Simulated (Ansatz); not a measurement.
Calculated with Ansatz (gas phase, PBE0-D4/def2-TZVP geometries, no zero-point term in ΔE). CCSD(T)/CBS adds triple-zeta CCSD(T) − MP2 to the extrapolated MP2 energy (def2 sets, frozen cores). This one scheme is used for every species. DFT in def2-TZVPP. Each species was taken in one conformer, which may not be the lowest.

Reaction (ligand exchange at a B–C bond): `BC1(C)CC1` + `COCN` → `BNCOC` + `CC1CC1`

```json
{"level": "r2SCAN-D4", "ΔE (kJ/mol)": "-119.4"}
{"level": "PBE", "ΔE (kJ/mol)": "-121.5"}
{"level": "CCSD(T)/def2-TZVPP", "ΔE (kJ/mol)": "-120.5"}
{"level": "HF/def2-QZVPP", "ΔE (kJ/mol)": "-128.8"}
{"level": "MP2/def2-QZVPP", "ΔE (kJ/mol)": "-117.2"}
{"level": "HF/CBS(def2)", "ΔE (kJ/mol)": "-128.8"}
{"level": "MP2/CBS(def2)", "ΔE (kJ/mol)": "-116.3"}
{"level": "CCSD/CBS(def2)", "ΔE (kJ/mol)": "-120.3"}
```

What does CCSD(T)/CBS give? (Estimate.)

The calculation gave: -118.4 kJ/mol. The listed levels differ from it by -1.0, -3.1, -2.1, -10.4, 1.2, -10.4, 2.1, -1.9 kJ/mol.

Largest T1 diagnostic among the species: 0.012.

In def2-TZVPP, CCSD(T) changes the Hartree–Fock value by +8.3 kJ/mol (the triples alone add +1.9 kJ/mol) and MP2 by +10.4 kJ/mol. The D4 term adds +4.8 kJ/mol with B3LYP and +2.5 kJ/mol with PBE0; it sums over pairs of atoms, weighted by their polarisabilities, and B3LYP, whose exchange is more repulsive, gets the larger term.

B3LYP here is the variant with VWN-RPA as its local correlation; programs differ in this.
